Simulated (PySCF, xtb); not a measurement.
WSCl4, SMILES [Cl][W](=[S])([Cl])([Cl])[Cl], multiplicity 1.

GFN2-xTB in xtb 6.7.1 at its own geometry gives an orbital gap of 1.64 eV and a dipole moment of 2.14 D.

Geometry: B3LYP-D3(BJ)/def2-SVP. The spin state was assumed, not searched. The isomer is the one that the SMILES or the coordinates give; other isomers of the formula were not compared. The def2 effective core potentials stand for the cores of W; spin–orbit coupling is left out.

### Question
What does PySCF with ωB97X/def2-TZVP give? (The exact figures need the calculation; the answer reports its results.)

### Answer
gap 8.49 eV (levels -11.01 and -2.51 eV), dipole 2.33 D.
